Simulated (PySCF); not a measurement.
## Peak assignment

Atom-mapped SMILES (the numbers label the heavy atoms): `[OH:1][Si@@H:2]([SiH3:3])[Si@H:4]([F:5])[SiH3:6]` (H(Xn): hydrogen on atom n).

In vacuum, non-relativistic, rapidly exchanging positions averaged, one conformer. Geometry from GFN2-xTB; shieldings: GIAO PBE0/pcSseg-1; PySCF 2.14.0 with density-fitted response routines.

Scale: ¹H (σ = 31.72 ppm) vs TMS (reference shieldings calculated alike).

**Question.** Assign these signals to the numbered atoms. ¹H NMR (500 MHz, computed): δ 6.21 (m, 1H), 6.10 (m, 1H), 3.57 (m, 3H), 3.48 (d, 3H), 0.79 (br s, 1H).

**Answer.** 
```tsv
δ (ppm)	atoms	environment	reason
6.21	H(Si2)	hydrogen on a silicon bonded to O, 2 Si	–
6.10	H(Si4)	hydrogen on a silicon bonded to F, 2 Si	–
3.57	H(Si6)	hydrogen on a silicon bonded to Si	–
3.48	H(Si3)	hydrogen on a silicon bonded to Si	–
0.79	H(O1)	hydrogen on an oxygen bonded to Si	exchangeable, gas-phase position
```

H(Si2) and H(Si4); H(Si6) and H(Si3) lie closer than the usual error of such a calculation, so a measured spectrum could show them in the other order.

Exchangeable OH/NH protons stand at their gas-phase positions; hydrogen bonding in a real sample shifts them, mostly to higher δ. Multiplicities follow the n + 1 count of equivalent neighbours, as no J values were calculated; m marks all less simple cases, F and P coupling included.
